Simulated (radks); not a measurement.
Numerical settings for the krypton ion Kr32+, [He] 2s2. Method: Dirac Kohn-Sham, PBE, spin-unpolarised, spherical densities, point nucleus; computed with a radial shooting solver on a logarithmic mesh with Libxc functionals. The defaults (mesh step 0.008 in ln r, mesh end at 40 bohr or more with all orbitals vanishing there, Anderson mixing 0.5 over 9 steps, residual threshold near 1e-9 with the energy settled to 1e-9 hartree or 1e-11 of itself, here a cap of 55 iterations) give E = -1592.9908 hartree and 2s1/2 at -3915.1 eV in 13 iterations. Run on one thread of a shared host, so times are rough (Arm Neoverse V2): 0.02 s of CPU time, 0.02 s wall, 13 iterations on 2476 mesh points. Changes against that run (0 stands for a change within the tolerance of the run):

| setting | iterations | converged | E (mhartree) | e(2s1/2) (meV) | CPU (s) |
|---|---|---|---|---|---|
| mesh step in ln r 0.005 | 13 | yes | 0 | 0 | 0.03 |
| mesh step in ln r 0.02 | 13 | yes | 0 | 0 | 0.01 |
| mesh step in ln r 0.03 | 13 | yes | +0.000122 | 0 | 0.01 |
| mesh end (bohr) 1 | 13 | yes | +0.000173 | +0.004 | 0.02 |
| mesh end (bohr) 8 | 13 | yes | 0 | 0 | 0.02 |
| residual threshold 1e-16 | 55 | no | 0 | 0 | 0.07 |
| residual threshold 0.001 | 6 | yes | 0 | +2.67 | 0.01 |
| mixing 1.5 | 13 | yes | 0 | 0 | 0.02 |
| linear mixing, mixing 0.5 | 33 | yes | 0 | 0 | 0.04 |
| linear mixing, mixing 0.2 | 55 | no | 0 | -1.71 | 0.07 |
| mixing history 20 | 15 | yes | 0 | 0 | 0.03 |
| iteration cap 2 | 2 | no | +272 | -2.51e+05 | 0 |

No run marked as converged misses the energy by more than 1 mhartree. A mesh that ends early acts as a hard wall.
